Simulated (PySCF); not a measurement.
B3LYP has the VWN-RPA correlation part, as in Gaussian. 

```xyz
5

C     -0.5727    -0.0334    -0.0074
S      1.0019    -0.6977     0.1455
H     -1.4011    -0.7153     0.0934
H     -0.7333     1.0147    -0.1940
H      1.7052     0.4317    -0.0374
```

Charge 0, multiplicity 2.

Question: Give the Mulliken and meta-Löwdin atomic charges from B3LYP-D3(BJ)/def2-TZVP (PySCF).

Answer: 
| atom | Mulliken (e) | meta-Löwdin (e) |
|---|---|---|
| C1 | -0.33 | -0.46 |
| S2 | -0.07 | 0.09 |
| H3 | 0.14 | 0.14 |
| H4 | 0.14 | 0.13 |
| H5 | 0.13 | 0.09 |
